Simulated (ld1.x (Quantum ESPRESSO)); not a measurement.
**Plane-wave convergence, PAW potential for fluorine**

ld1.x (Quantum ESPRESSO) 7.5 input, shortened:

```
&input
   title='F', zed=9., rel=1, dft='PBE', iswitch=3,
   config='[He] 2s2 2p5 3d-2'
 /
 &inputp
   pseudotype=3, lpaw=.true., tm=.true., lloc=-2, rcloc=1.80,
   nlcc=.true., new_core_ps=.true.,
   which_augfun='PSQ', rmatch_augfun_nc=.true.
 /
5
2S  1  0   2.00   0.00  0.50  0.65  0.0
2S  1  0   0.00   0.55  0.50  0.65  0.0
2P  2  1   5.00   0.00  1.50  1.85  0.0
2P  2  1   0.00   0.05  1.50  1.85  0.0
3D  3  2  -2.00   0.05  1.55  1.80  0.0
 &test
   configts(1)='2s2 2p5'
 /
```

The pseudo-atom Hamiltonian at the reference potential is diagonalised in spherical Bessel functions j_l(qr) that vanish at 20 bohr, with q² up to the cutoff. All-electron valence levels (Ry): 2s -2.1976, 2p -0.8167.

**Question.** How do the lowest levels (Ry) of each channel move with the cutoff, and are there ghosts?

**Answer.**

```json
{"cutoff (Ry)": "8", "s #1": "-1.9948", "p #1": "-0.6592", "p #2": "0.0438", "d #1": "0.0806", "f #1": "0.1213", "f #2": "0.2652", "Σ f·Δε (mRy)": "1193.8"}
{"cutoff (Ry)": "15", "s #1": "-2.1106", "p #1": "-0.8042", "p #2": "0.0426", "d #1": "0.0806", "f #1": "0.1213", "f #2": "0.2652", "Σ f·Δε (mRy)": "237.5"}
{"cutoff (Ry)": "25", "s #1": "-2.1162", "p #1": "-0.8165", "p #2": "0.0422", "d #1": "0.0806", "f #1": "0.1213", "f #2": "0.2652", "Σ f·Δε (mRy)": "164.5"}
{"cutoff (Ry)": "40", "s #1": "-2.1492", "p #1": "-0.8167", "p #2": "0.0421", "d #1": "0.0806", "f #1": "0.1213", "f #2": "0.2652", "Σ f·Δε (mRy)": "97.3"}
{"cutoff (Ry)": "50", "s #1": "-2.1708", "p #1": "-0.8168", "p #2": "0.0421", "d #1": "0.0806", "f #1": "0.1213", "f #2": "0.2652", "Σ f·Δε (mRy)": "54.0"}
{"cutoff (Ry)": "70", "s #1": "-2.1914", "p #1": "-0.8168", "p #2": "0.0421", "d #1": "0.0806", "f #1": "0.1213", "f #2": "0.2652", "Σ f·Δε (mRy)": "12.7"}
{"cutoff (Ry)": "100", "s #1": "-2.1971", "p #1": "-0.8168", "p #2": "0.0421", "d #1": "0.0806", "f #1": "0.1213", "f #2": "0.2652", "Σ f·Δε (mRy)": "1.2"}
{"cutoff (Ry)": "140", "s #1": "-2.1973", "p #1": "-0.8168", "p #2": "0.0421", "d #1": "0.0806", "f #1": "0.1213", "f #2": "0.2652", "Σ f·Δε (mRy)": "0.8"}
{"cutoff (Ry)": "400", "s #1": "-2.1977", "p #1": "-0.8168", "p #2": "0.0421", "d #1": "0.0806", "f #1": "0.1213", "f #2": "0.2652", "Σ f·Δε (mRy)": "0.0"}
```

Result: no extra level below or beside the all-electron valence levels (s, p, d, f tested); 10 mRy is reached at 80 Ry and 1 mRy at 110 Ry.
